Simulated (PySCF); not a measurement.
Stepwise substitution at one centre (Si OCH3-I). Gas-phase values, no solvent. One relaxed conformer stands for each flexible species; it need not be the lowest. Strings in code marks are SMILES.

The S1 excitation (TDA) from two functionals at the same geometries (PBE0-D3(BJ)/def2-SVP), both in PySCF: PBE-D3(BJ)/def2-TZVP and M06-2X/def2-TZVP. Excitations are Tamm–Dancoff values on a coarser integration grid. The basis has no diffuse functions, so Rydberg states are missing or too high.

```
species                                          PBE-D3(BJ)/def2-TZVP (eV)  M06-2X/def2-TZVP (eV)
-----------------------------------------------  -------------------------  ---------------------
1 of 4 OCH3 replaced by I (`O([Si](OC)(OC)I)C`)                       5.93                   6.54
3 of 4 OCH3 replaced by I                                             3.80                   4.60
4 of 4 OCH3 replaced by I                                             3.29                   4.17
```

Over these rows, drawn at random from the members with no instability flagged (it was tested for open shells, ions and some series alone), PBE minus M06-2X: mean -0.76 eV, from -0.88 eV to -0.62 eV.
